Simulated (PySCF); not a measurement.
Choosing a molecule for a target property.

All species are isolated and taken at one optimised geometry, non-relativistic unless stated; the electronic structure was computed with PySCF and density fitting.

Dipoles, sizes and rotational constants follow the conformer. The torsions of the flexible species, by atom-mapped SMILES:
- `[CH2:1]=[C:2]([SiH3:3])[CH2:4][CH:5]=[O:6]`: C1–C2–C4–C5 138°, C2–C4–C5–O6 19°
- `[H]/[N:1]=[CH:2]\[c:3]1[cH:4][cH:5][n+:6]([O-:7])[cH:8][cH:9]1`: N1–C2–C3–C4 0°
- `[CH3:1][S:2][C@@H:3]1[CH2:4][CH2:5][C@H:6]1[CH3:7]`: C1–S2–C3–C4 -75°
- `[O:1]=[C:2]([Cl:3])[C:4]([F:5])([F:6])[F:7]`: O1–C2–C4–F5 -120°
- `[CH2:1]=[N:2][Si@H:3]([NH2:4])[CH2:5][SiH3:6]`: C1–N2–Si3–N4 -130°, N2–Si3–C5–Si6 -74°, H–N4–Si3–N2 -73°, H–N4–Si3–N2 62°

Problem. Wanted: lowest triplet excitation (Tamm–Dancoff) below 3 eV (TDA CAM-B3LYP/def2-SVPD) and HOMO energy above -8.6 eV (CAM-B3LYP/def2-SVPD), at GFN2-xTB geometries. Which candidate meets both?
A. `C=C([SiH3])CC=O`
B. `[H]/N=C\c1cc[n+]([O-])cc1`
C. `O=C(Cl)C(F)(F)F`
D. `C=N[Si@H](N)C[SiH3]`
E. `CC(C)(F)F`
F. `CS[C@H]1[C@@H](CC1)C`

Solution. B. Computed values:
```csv
species,lowest triplet excitation (Tamm–Dancoff),HOMO energy
[H]/N=C\c1cc[n+]([O-])cc1,2.30 eV,-7.93 eV
C=N[Si@H](N)C[SiH3],3.39 eV,-8.31 eV
C=C([SiH3])CC=O,3.85 eV,-8.83 eV
O=C(Cl)C(F)(F)F,4.30 eV,-11.20 eV
CS[C@H]1[C@@H](CC1)C,4.88 eV,-7.51 eV
CC(C)(F)F,9.14 eV,-11.08 eV
```

Problem. Wanted: static isotropic polarisability below 60 au (CAM-B3LYP/def2-SVPD) and electronic spatial extent ⟨r²⟩ about the centre of nuclear charge above 600 bohr² (CAM-B3LYP/def2-SVPD), at GFN2-xTB geometries. Which candidate meets both?
A. `C[Si@H]1C=COC1`
B. `CC(C)(F)F`
C. `C=C([SiH3])CC=O`
D. `C1[C@@H](C)[C@H](SC)C1`
E. `N(=C/c1cc[n+](cc1)[O-])/[H]`
F. `O=C(Cl)C(F)(F)F`

Solution. F. Computed values:
```csv
species,static isotropic polarisability,electronic spatial extent ⟨r²⟩ about the centre of nuclear charge
CC(C)(F)F,40.2 au,385 bohr²
O=C(Cl)C(F)(F)F,44.2 au,768 bohr²
C[Si@H]1C=COC1,74.4 au,719 bohr²
C=C([SiH3])CC=O,77.0 au,751 bohr²
C1[C@@H](C)[C@H](SC)C1,90.9 au,1122 bohr²
N(=C/c1cc[n+](cc1)[O-])/[H],96.6 au,1254 bohr²
```

Problem. Wanted: HOMO–LUMO gap between 8 eV and 8.8 eV (CAM-B3LYP/def2-SVPD) and dipole moment below 2 D (CAM-B3LYP/def2-SVPD), at GFN2-xTB geometries. Which candidate meets both?
A. `C=C([SiH3])CC=O`
B. `N(=C/c1cc[n+]([O-])cc1)/[H]`
C. `CS[C@@H]1CC[C@H]1C`
D. `CC(C)(F)F`
E. `O=C(Cl)C(F)(F)F`

Solution. C. Computed values:
```
                    species  HOMO–LUMO gap  dipole moment
N(=C/c1cc[n+]([O-])cc1)/[H]        6.58 eV         1.38 D
         CS[C@@H]1CC[C@H]1C        8.75 eV         1.63 D
            C=C([SiH3])CC=O        8.90 eV         3.14 D
            O=C(Cl)C(F)(F)F        9.85 eV         1.05 D
                  CC(C)(F)F       12.31 eV         2.55 D
```

Problem. Wanted: smallest rotational constant below 1.3 GHz (GFN2-xTB) and lowest singlet excitation above 4.6 eV (TDDFT CAM-B3LYP/def2-SVPD), at GFN2-xTB geometries. Which candidate meets both?
A. `N(=C/c1cc[n+](cc1)[O-])/[H]`
B. `C1[C@@H](C)[C@H](SC)C1`
C. `CC(C)(F)F`
D. `C[Si@H]1C=COC1`
E. `C=C([SiH3])CC=O`
F. `O=C(Cl)C(F)(F)F`

Solution. B. Computed values:
```csv
species,smallest rotational constant,lowest singlet excitation
N(=C/c1cc[n+](cc1)[O-])/[H],0.865 GHz,4.21 eV
C1[C@@H](C)[C@H](SC)C1,1.150 GHz,5.29 eV
O=C(Cl)C(F)(F)F,1.476 GHz,4.88 eV
C=C([SiH3])CC=O,1.702 GHz,4.42 eV
C[Si@H]1C=COC1,1.876 GHz,6.07 eV
CC(C)(F)F,4.757 GHz,9.29 eV
```
